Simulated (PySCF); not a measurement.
## Run times: tellurium in even-tempered 20s14p10d4f4g

Measured wall times of calculations with PySCF 2.14 in an uncontracted even-tempered set (20 s from 0.6 bohr⁻², ratio 2.5; 14 p from 0.78 bohr⁻², ratio 2.5; 10 d from 0.78 bohr⁻², ratio 2.5; 4 f from 3.2 bohr⁻², ratio 2.7; 4 g from 4.8 bohr⁻², ratio 2.7), with the spin-free X2C one-electron Hamiltonian (Gaussian nucleus), run from one Python driver. Hardware: 2 threads of Neoverse-V2 on a shared host, 2.6 GiB allowed. The two-electron integrals over 176 functions were computed once and kept in memory (1.7 CPU seconds with the set-up); the times below exclude them. Kohn-Sham runs start from converged Hartree-Fock orbitals.

Launch command (the driver calls PySCF for each step listed in the task file):

```bash
OMP_NUM_THREADS=2 python atomrun2.py TASK.json OUT
```

```json
{"species": "Te¹⁴⁺ [Kr] 4d2", "step": "UHF with spin-orbit constants", "iterations": "5", "wall time (s)": "14"}
{"species": "Te¹⁴⁺ [Kr] 4d2", "step": "LDA", "iterations": "6", "wall time (s)": "2"}
{"species": "Te¹⁴⁺ [Kr] 4d2", "step": "PBE", "iterations": "5", "wall time (s)": "2.3"}
{"species": "Te¹⁴⁺ [Kr] 4d2", "step": "PBE0", "iterations": "5", "wall time (s)": "4.9"}
{"species": "Te¹⁴⁺ [Kr] 4d2", "step": "r2SCAN", "iterations": "5", "wall time (s)": "6"}
{"species": "Te¹⁴⁺ [Kr] 4d2", "step": "MP2 (10 electrons)", "iterations": "", "wall time (s)": "2.8"}
{"species": "Te¹⁵⁺ [Kr] 4d1", "step": "UHF with spin-orbit constants", "iterations": "6", "wall time (s)": "14"}
{"species": "Te¹⁵⁺ [Kr] 4d1", "step": "LDA", "iterations": "6", "wall time (s)": "2.1"}
{"species": "Te¹⁵⁺ [Kr] 4d1", "step": "PBE", "iterations": "5", "wall time (s)": "2.4"}
{"species": "Te¹⁵⁺ [Kr] 4d1", "step": "PBE0", "iterations": "5", "wall time (s)": "5.1"}
{"species": "Te¹⁵⁺ [Kr] 4d1", "step": "r2SCAN", "iterations": "5", "wall time (s)": "6"}
{"species": "Te¹⁵⁺ [Kr] 4d1", "step": "MP2 (9 electrons)", "iterations": "", "wall time (s)": "2.7"}
```

Peak memory of the process: 1.4 GiB. Times on a shared host vary from run to run.
